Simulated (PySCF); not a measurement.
**One molecule, many functionals**

Compound: H7NOSi2.
Z-matrix (Å and degrees, PBE0-D3(BJ)/def2-SVP geometry), rows numbered from 1:
```
O 
Si  1  1.6652
N   2  1.7352  1  113.79
Si  3  1.7418  2  129.52  1  -110.21
H   1  0.9619  2  116.14  3    60.73
H   2  1.4930  1  111.59  3  -119.14
H   2  1.4862  1  103.39  3   120.18
H   3  1.0182  2  115.19  1    69.30
H   4  1.4920  3  107.37  2     2.13
H   4  1.4965  3  112.24  2  -117.96
H   4  1.4976  3  111.74  2   121.69
```

Linear-response calculations in the def2-SVPD basis (PySCF; singlets by full response, triplets Tamm–Dancoff, core orbitals frozen in the response; HF means time-dependent Hartree–Fock). 'Strongest' is the level of largest summed f among the singlets computed (10 roots, of which the last may lack a degenerate partner); it can jump between rows when another state enters that window. S1 is the lowest singlet of each run and needn't be the same state throughout; f(S1) is that of one state. One conformer (not necessarily the lowest) at the PBE0-D3(BJ)/def2-SVP geometry, without solvent, vibrations or thermal averaging.

```json
{"functional": "LDA", "kind": "LDA", "S1 (eV)": "5.63", "f(S1)": "0.014", "strongest (eV)": "7.13", "T1 (eV)": "5.38", "HOMO (eV)": "-6.51", "gap (eV)": "5.50", "ionisation energy, ΔSCF (eV)": "9.52"}
{"functional": "PBE", "kind": "GGA", "S1 (eV)": "5.70", "f(S1)": "0.017", "strongest (eV)": "7.24", "T1 (eV)": "5.42", "HOMO (eV)": "-6.40", "gap (eV)": "5.58", "ionisation energy, ΔSCF (eV)": "9.40"}
{"functional": "B3LYP", "kind": "global hybrid, 20% exact exchange", "S1 (eV)": "6.20", "f(S1)": "0.014", "strongest (eV)": "7.77", "T1 (eV)": "5.90", "HOMO (eV)": "-7.52", "gap (eV)": "7.22", "ionisation energy, ΔSCF (eV)": "9.72"}
{"functional": "PBE0", "kind": "global hybrid, 25% exact exchange", "S1 (eV)": "6.37", "f(S1)": "0.012", "strongest (eV)": "7.96", "T1 (eV)": "6.03", "HOMO (eV)": "-7.75", "gap (eV)": "7.71", "ionisation energy, ΔSCF (eV)": "9.72"}
{"functional": "BHandHLYP", "kind": "global hybrid, 50% exact exchange", "S1 (eV)": "6.85", "f(S1)": "0.010", "strongest (eV)": "8.61", "T1 (eV)": "6.48", "HOMO (eV)": "-9.03", "gap (eV)": "9.62", "ionisation energy, ΔSCF (eV)": "9.77"}
{"functional": "CAM-B3LYP", "kind": "range-separated hybrid", "S1 (eV)": "6.55", "f(S1)": "0.011", "strongest (eV)": "8.25", "T1 (eV)": "6.20", "HOMO (eV)": "-9.13", "gap (eV)": "9.85", "ionisation energy, ΔSCF (eV)": "9.90"}
{"functional": "wB97X-D", "kind": "range-separated hybrid", "S1 (eV)": "6.69", "f(S1)": "0.011", "strongest (eV)": "8.38", "T1 (eV)": "6.41", "HOMO (eV)": "-9.64", "gap (eV)": "11.27", "ionisation energy, ΔSCF (eV)": "9.89"}
{"functional": "LC-wPBE", "kind": "range-separated hybrid", "S1 (eV)": "7.07", "f(S1)": "0.009", "strongest (eV)": "8.96", "T1 (eV)": "6.65", "HOMO (eV)": "-10.51", "gap (eV)": "12.32", "ionisation energy, ΔSCF (eV)": "10.08"}
{"functional": "HF", "kind": "Hartree–Fock", "S1 (eV)": "7.73", "f(S1)": "0.007", "strongest (eV)": "10.07", "T1 (eV)": "7.21", "HOMO (eV)": "-11.09", "gap (eV)": "13.26", "ionisation energy, ΔSCF (eV)": "not settled"}
```

S1 runs from 5.63 eV (LDA) to 7.73 eV (HF), a spread of 2.11 eV, while the orbital gap spreads over 7.8 eV. Along PBE (0%), B3LYP (20%), PBE0 (25%), BHandHLYP (50%), HF (100%) S1 rises with the share of exact exchange. −ε(HOMO) comes closest to its own ΔSCF ionisation energy with wB97X-D (-0.24 eV) and misses most with LDA (-3.01 eV). 'Not settled' means that the ion's SCF failed to converge or may have ended in another state than the lowest.

Without π bonds the low states are Rydberg-like; a valence basis with one diffuse set may place them up to an eV too high.
